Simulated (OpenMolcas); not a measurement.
Ti3+ (d1) among equal point charges was computed by CASSCF with the d shell active (OpenMolcas, ANO-RCC-VDZP on the metal). Its lowest spin-free states, and all those of the highest spin:

```json
{"2S+1": "2", "Degeneracy": "3", "E (cm-1)": "0.0"}
{"2S+1": "2", "Degeneracy": "2", "E (cm-1)": "5489"}
```

Question: Is the site octahedral, tetrahedral or cube-like, axial, or of lower symmetry?

Answer: The states with 2S+1 = 2 have orbital degeneracies 3, 2. Threefold states need a cubic site. For d1 at this spin an octahedron puts the threefold T2 below the twofold E and a tetrahedron or cube puts the twofold E below the threefold T2, so the site is octahedral. The first gap at this spin, 5490 cm-1, is |10Dq| in ligand-field theory. The run had Ti3+ among 6 point charges of -1.2 e arranged as an octahedron (Oh), 1.92 Å from the ion.

An orbital triplet at a regular site is open to Jahn-Teller coupling, which can distort the site and quench the lowest spin-orbit gaps and is left out. This field is weak: 10Dq is about 5489 cm-1, while octahedral complexes of 3d ions of charge 3 and more, computed by the same method with explicit ligands, had a median near 15000 cm-1. Ground spin and moment need not be those of a real site. Point charges carry no covalency, so the field is a model and not that of real ligands. No measured value stands beside these numbers.
